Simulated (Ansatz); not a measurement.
Cartesian coordinates in Å:
```
C 0.0023 0.4654 -0.5228
B -0.0289 -0.5547 0.6503
F -1.1304 -0.8338 1.3267
F 1.0592 -1.2075 1.0265
H -0.9433 0.9907 -0.6514
H 0.8018 1.1960 -0.3736
H 0.2392 -0.0561 -1.4558
```

Charge 0, multiplicity 1.

Problem. List the ωB97M-V/def2-TZVPP orbital energies in eV (Ansatz 0.2.0). (Estimate.)

Solution. Ansatz gave: Occupied: -677.94, -677.92, -281.17, -190.36, -37.28, -36.45, -22.90, -18.82, -17.57, -16.54, -16.44, -14.87, -14.67, -13.92, -13.70, -12.64. Lowest empty: 1.92, 2.40, 3.66, 3.91, 4.02, 4.84, 5.66, 6.15.
